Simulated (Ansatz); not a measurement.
A nudged elastic band was laid between two geometries of CH$_{4}$NOSb (8 atoms, charge 0, multiplicity 1).

Method: RKS LDA/def2-SVP in Ansatz.

- movable images: 7
- climbing image: yes
- spring: 5.0 eV/Å²
- optimiser: quadratic models (default)
- start path: IDPP
- force threshold: 0.5 eV/Å
- iteration limit: 60
- end points: relaxed

Initial state:

```xyz
8
Properties=species:S:1:pos:R:3
O -0.510 1.470 -1.026
C 0.413 1.243 -0.248
N 0.431 0.142 0.506
Sb -1.341 -0.929 0.129
H 1.288 1.945 -0.130
H 1.211 -0.079 1.134
H -0.782 -1.564 -1.381
H -0.618 -2.285 0.960
```

Final state:

```xyz
8
Properties=species:S:1:pos:R:3
O -0.922 1.246 -0.444
C 0.191 1.140 0.029
N 0.799 -0.032 0.324
Sb -0.170 -1.838 -0.033
H 0.839 2.038 0.274
H 1.744 -0.002 0.722
H -0.735 -1.327 -1.582
H -1.654 -1.283 0.654
```

**Question.** Which bonds break or form, and what moves?

**Answer.** No bond is made or broken. The height of Sb4 over the plane of its neighbours goes from 1.05 to -1.03 Å.

**Question.** What energy profile does the band end with?

**Answer.** The run converged. The highest image is number 3 of 0 to 8, 58.8 kcal/mol above the first end and 56.2 kcal/mol above the last; the last end lies 2.6 kcal/mol above the first. The threshold of 0.5 eV/Å is loose, so the images may lie well off the minimum-energy path. Neighbouring images differ by up to 1.9 eV, so the band resolves the path poorly. The order of the stationary point at the top wasn't checked.

```tsv
image	path coordinate (Å)	energy (kcal/mol)	height of Sb4 over the plane of its neighbours (Å)
0	0.00	0.0	1.05
1	0.64	0.8	1.05
2	1.29	13.9	0.72
3	1.93	58.8	0.01
4	2.40	26.5	-0.52
5	2.87	8.3	-0.87
6	3.34	4.1	-0.98
7	3.81	2.8	-1.03
8	4.27	2.6	-1.03
```

**Question.** What is the geometry of the highest image?

**Answer.** 
```xyz
8
Properties=species:S:1:pos:R:3
O -0.802 1.716 -0.745
C 0.161 1.439 -0.074
N 0.540 0.195 0.338
Sb -0.488 -1.496 -0.109
H 0.889 2.225 0.298
H 1.497 0.092 0.700
H -0.624 -1.959 -1.700
H -1.081 -2.269 1.236
```

Time of the run: 110 s on 1 thread of Intel(R) Xeon(R) Platinum 8375C CPU @ 2.90GHz (Ice Lake), on a shared host, peak memory 0.15 GiB.
